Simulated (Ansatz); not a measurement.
```yaml
crystal:
  periodic: [false, false, false]
  atoms:
    - {symbol: C, position_ang: [-1.737979, -0.512487, -0.656153]}
    - {symbol: Ga, position_ang: [0.068774, 0.268165, -0.638030]}
    - {symbol: C, position_ang: [1.797866, -0.620309, -0.330039]}
    - {symbol: S, position_ang: [-0.108989, 1.531972, 1.728779]}
    - {symbol: Cl, position_ang: [0.233701, 2.109728, -1.823690]}
    - {symbol: H, position_ang: [-1.871098, -1.250113, 0.138769]}
    - {symbol: H, position_ang: [-1.608278, -0.715420, -1.611374]}
    - {symbol: H, position_ang: [-1.908278, -1.015420, -1.611374]}
    - {symbol: H, position_ang: [2.110601, -1.135291, -1.241831]}
    - {symbol: H, position_ang: [1.737763, -1.362403, 0.469581]}
    - {symbol: H, position_ang: [2.570316, 0.110217, -0.083294]}
    - {symbol: H, position_ang: [-1.163065, 0.848192, 2.204883]}
    - {symbol: H, position_ang: [0.767256, 0.762533, 2.396243]}
basis:
  gaussian: {orbitals: aug-cc-pVTZ}
total_charge: 1
magnetization: {spin_polarized: true, initial_magnetization: 1}
hamiltonian: {xc: {name: RPBE}}
scf: {lower_state_search: full}
output: {forces: true}
```

```sh
$ ansatz run in.yaml --threads 4 --pin off --events-out ev --progress --plain --max-ram 11315MiB
```

It prints (some lines left out):

```
Functional definition: RPBE
2024 factors; their error is unknown
mean field evaluation 1: about -77893.3911 eV, gradient 7.7e1 eV
mean field evaluation 2: about -77760.9679 eV, gradient 1.2e2 eV
mean field evaluation 4: about -77920.4555 eV, gradient 2.1e1 eV
mean field evaluation 8: about -77922.7994 eV, gradient 8.3e-1 eV
mean field evaluation 16: about -77922.7363 eV, gradient 3.1e-2 eV
mean field evaluation 160: about -77922.8032 eV, gradient 9.3e-2 eV
mean field -77922.73634360 eV, -2863.6077426997 hartree, gradient 2.7e-5 eV, S^2 0.755422; 13 other end points of the search recorded, 1 dependent functions left out
reference -77922.73641181 eV, -2863.6077452062 hartree; 42, 41 occupied and 392, 393 virtual orbitals, 2024 factors
Total energy: -77922.73641181 eV, -2863.6077452062 hartree
Atom 0 at    -1.737979    -0.512487    -0.656153 Å, force     0.435192     2.456371     7.972308 eV/Å
Atom 1 at     0.068774     0.268165    -0.638030 Å, force     0.816908     2.161376     0.523301 eV/Å
Atom 2 at     1.797866    -0.620309    -0.330039 Å, force     0.645151    -0.923173     0.059845 eV/Å
Atom 3 at    -0.108989     1.531972     1.728779 Å, force    -0.035007     0.305026    -0.469144 eV/Å
Atom 4 at     0.233701     2.109728    -1.823690 Å, force    -0.045834    -0.269592    -0.084745 eV/Å
Atom 5 at    -1.871098    -1.250113     0.138769 Å, force    -0.657126    -0.548339    -0.788468 eV/Å
Atom 6 at    -1.608278    -0.715420    -1.611374 Å, force    31.413321    29.270136    -6.592336 eV/Å
Atom 7 at    -1.908278    -1.015420    -1.611374 Å, force   -32.121637   -32.361362    -1.036821 eV/Å
Atom 8 at     2.110601    -1.135291    -1.241831 Å, force    -0.085429    -0.063377    -0.271964 eV/Å
Atom 9 at     1.737763    -1.362403     0.469581 Å, force    -0.160528    -0.111144     0.156040 eV/Å
Atom 10 at     2.570316     0.110217    -0.083294 Å, force    -0.139300     0.445788     0.019938 eV/Å
Atom 11 at    -1.163065     0.848192     2.204883 Å, force    -0.322069    -0.135729     0.267620 eV/Å
Atom 12 at     0.767256     0.762533     2.396243 Å, force     0.256359    -0.225982     0.244427 eV/Å
Dipole moment:    -0.622169    -1.311614     0.546337 e Å
```

In this input one atom was put on top of another. The run converged. The result belongs to that input, not to the molecule as meant.
